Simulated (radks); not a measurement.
Effect of the nuclear size on the silver ion Ag+, [Kr] 4d10. Method: Dirac Kohn-Sham, PBE, spin-unpolarised, spherical densities, finite nucleus; Fermi nuclear charge, rms radius 4.5454 fm; computed with a radial shooting solver on a logarithmic mesh with Libxc functionals. The rms radius is varied about that value; shifts are against it.

rms radius (fm)  total energy shift (eV)  density at nucleus (e/bohr^3)  1s1/2 shift (meV)  2s1/2 shift (meV)  4s1/2 shift (meV)  5s1/2 (empty) shift (meV)
4.0545                            -0.577                       1.48e+05               -243              -27.2             -0.973                     -0.088
4.3181                            -0.274                      1.467e+05               -115              -12.9             -0.463                     -0.042
4.5454                                 0                      1.457e+05              0.000              0.000              0.000                      0.000
4.7636                             0.275                      1.448e+05                116               12.9              0.463                      0.042
5.3908                              1.13                      1.424e+05                474               53.0               1.90                      0.172

Slopes of the eigenvalues against <r^2> in GHz/fm^2, as finite differences over the two radii next to the reference (eigenvalue slopes, not the field-shift constants of lines): 1s1/2 13800, 2s1/2 1550, 4s1/2 55.3, 5s1/2 (empty) 5.02.
